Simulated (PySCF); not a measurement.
A species of formula C5H8O3Si has this rotational fingerprint, computed with PBE0/pcSseg-1 in PySCF (dipole) on a GFN2-xTB geometry, gas phase:

```
Rotational constants : A = 1926, B = 1215, C = 1017 MHz
Dipole components    : |μa| = 2.18 D, |μb| = 1.03 D, |μc| = 0.08 D
Inertial defect      : -181.16 u·Å²
κ                    : -0.56
```

Problem. Which structure is it? (One computed conformer of each.)
A. `[CH3:1][O:2][C@@H:3]1[CH2:4][C:5](=[O:6])[SiH2:7][C:8]1=[O:9]` with C1–O2–C3–C4 -172°, O2–C3–C4–C5 -63°, C3–C4–C5–O6 160°, C4–C5–Si7–C8 -7°, C5–Si7–C8–O9 -146°
B. `[CH3:1][O:2][C@@H:3]([SiH3:4])[C:5](=[C:6]=[O:7])[CH:8]=[O:9]` with C1–O2–C3–Si4 166°, O2–C3–C5–C6 128°, C3–C5–C8–O9 179°
C. `[CH3:1][O:2][SiH2:3][O:4][c:5]1[cH:6][cH:7][o:8][cH:9]1` with C1–O2–Si3–O4 180°, O2–Si3–O4–C5 178°, Si3–O4–C5–C6 172°

Solution. A. It is CO[C@@H]1CC(=O)[SiH2]C1=O, an asymmetric top, point group C1. The candidates at the same level (rigid rotor, commonest isotopes):

```tsv
SMILES	A (MHz)	B (MHz)	C (MHz)	μa (D)	μb (D)	μc (D)	Δ (u·Å²)	point group	rotor
CO[C@@H]1CC(=O)[SiH2]C1=O	1926	1215	1017	2.18	1.03	0.08	-181.16	C1	asymmetric top
CO[C@@H]([SiH3])C(=C=O)C=O	1460	950.3	902.0	2.64	1.31	2.12	-317.74	C1	asymmetric top
CO[SiH2]Oc1ccoc1	6279	599.4	553.0	1.45	0.81	0.18	-9.86	–	near-prolate asymmetric top
```

`CO[SiH2]Oc1ccoc1` has A 226 % too high; `CO[C@@H]([SiH3])C(=C=O)C=O` has A 24 % too low. No structure here is proved a minimum.
